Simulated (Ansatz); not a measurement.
`C=[CH][GeH]([Cl])[Cl]` + HCl → `[Cl][GeH]([Cl])[Cl]` + ethylene at 500 K and 1 bar (ligand exchange at a Ge–C bond).

Isolated molecules relaxed with PBE0-D4/def2-TZVP in Ansatz; ΔE leaves out vibrations. CCSD(T)/CBS adds triple-zeta CCSD(T) − MP2 to the extrapolated MP2 energy (def2 sets, frozen cores). This one scheme is used for every species. For Ge outer-core shells are correlated without core-valence functions, which leaves a few kJ/mol of doubt a bond. Scalar relativity is left out up to krypton. One conformer a species, not always the lowest.

```tsv
species	CCSD(T)/CBS energy (Eh)	H − E (kJ/mol)	S (J/(mol·K))
`C=[CH][GeH]([Cl])[Cl]`	-3074.24508	186.0	426.5
HCl	-460.38127	32.5	201.9
`[Cl][GeH]([Cl])[Cl]`	-3456.16971	67.7	374.5
`C=C`	-78.48111	155.1	245.3
```

H − E and S are ideal-gas, rigid-rotor, harmonic terms from PBE0-D4/def2-TZVP, for one conformer and one mirror image of each species. 1 Eh = 2625.50 kJ/mol, R = 8.31446 J/(mol·K).

By hand: ΔE, ΔH, ΔS and ΔG.

ΔE = (-3456.16971) + (-78.48111) − (-3074.24508) − (-460.38127) = -0.02447 Eh = -64.2 kJ/mol. Δ(H − E) = 67.7 + 155.1 − 186.0 − 32.5 = 4.3, so ΔH = -59.9 kJ/mol. ΔS = 374.5 + 245.3 − 426.5 − 201.9 = -8.6 J/(mol·K). ΔG = -59.9 − 500 × (-8.6)/1000 = -55.6 kJ/mol.

By hand: the equilibrium constant, and the temperature at which ΔG would vanish if ΔH and ΔS stayed fixed.

log₁₀ K = −ΔG/(RT ln 10) = 5.8. ΔG = 0 at ΔH/ΔS = 6965 K, far beyond where these terms or the molecules hold.

The number of gas molecules stays the same, so ΔS is small and ΔH decides. A doubt of 5 kJ/mol in ΔE shifts log₁₀ K by 0.5 here. Other conformers and mirror images would add mixing entropy, several J/(mol·K) or more a flexible species. These are equilibria of isolated gas molecules and say nothing of rates. Largest T1 diagnostic: 0.011 (customary marks: 0.02 for closed shells, 0.045 for open ones).
